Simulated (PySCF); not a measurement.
phosphorus nitride (NP), SMILES N#P. Geometry optimised at B3LYP-D3(BJ)/def2-TZVPD.

Problem. Give the equilibrium geometry at B3LYP-D3(BJ)/def2-TZVPD (PySCF confirms it by a frequency run) as bond lengths and angles, and its point group. (Estimate from the structure and the level; the computed values follow.)

Solution. point group C∞v.
Atoms: N1 P2. Bonded distances (Å): N1–P2 1.482.
